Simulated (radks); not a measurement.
Task: Cs32+, configuration [Ar] 3d5. All-electron calculation, Dirac Kohn-Sham, PBE, spin-unpolarised, spherical densities, finite nucleus; open shells are shared between the two j in proportion to 2j + 1; Fermi nuclear charge, rms radius 4.8041 fm. Program: a radial shooting solver on a logarithmic mesh with Libxc functionals. Some entries of the table are withheld. Estimate them.

orbital  occ.  eigenvalue (eV)  <r^2> (bohr^2)  <1/r> (bohr^-1)
1s1/2       2        -37228.95       0.0009250            59.40
2s1/2       2        -7034.233         0.01460            14.00
2p1/2       2        -6713.110         0.01074              (1)
2p3/2       4        -6357.343         0.01198              (2)
3s1/2       2        -2415.161         0.09158            5.311
3p1/2       2        -2287.534             (3)            5.238
3p3/2       4        -2209.364             (4)            4.946
3d3/2       2        -2000.942             (5)              (6)
3d5/2       3        -1983.273             (7)              (8)

Result: 
(1) 2p1/2 <1/r> (bohr^-1): 13.96
(2) 2p3/2 <1/r> (bohr^-1): 12.79
(3) 3p1/2 <r^2> (bohr^2): 0.08515
(4) 3p3/2 <r^2> (bohr^2): 0.09121
(5) 3d3/2 <r^2> (bohr^2): 0.07149
(6) 3d3/2 <1/r> (bohr^-1): 4.822
(7) 3d5/2 <r^2> (bohr^2): 0.07312
(8) 3d5/2 <1/r> (bohr^-1): 4.747
